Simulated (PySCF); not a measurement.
Si(Cl)(I)2(Me) (CH₃ClI₂Si), SMILES Cl[Si](C)(I)I. Heavy atoms are numbered as in [CH3:1][Si:2]([Cl:3])([I:4])[I:5]. Hydrogens are named by the atom that carries them.

Geometry optimised at PBE0-D3(BJ)/def2-SVP. The def2 effective core potentials stand for the cores of I; spin–orbit coupling is left out.

These are r2SCAN/def2-TZVP in PySCF values and carry that method's errors.

ESP charges are fitted to the potential on shells at 1.4 to 2.0 van der Waals radii. Atomic charges (e), one atom of each kind:

```
atom      Löwdin  ESP fit  Mulliken
--------  ------  -------  --------
C1 (CH3)   -0.45    -0.58       ___
Si2        -0.61     0.03       ___
Cl3         0.26    -0.04     -0.22
I4          0.19    -0.02     -0.13
H on C1     0.14     0.21       ___
```

What belongs in the gaps? (Estimate from the structure and the level; the computed values follow.)


- C1 (CH3), Mulliken: -0.44
- Si2, Mulliken: 0.49
- H on C1, Mulliken: 0.15

Computed Mayer and Wiberg (Löwdin basis) orders of the bonds:
| bond | Mayer | Wiberg |
|---|---|---|
| C1–Si2 | 1.00 | 1.26 |
| Si2–Cl3 | 1.17 | 1.81 |
| Si2–I4 | 1.15 | 1.65 |
| Si2–I5 | 1.15 | 1.65 |
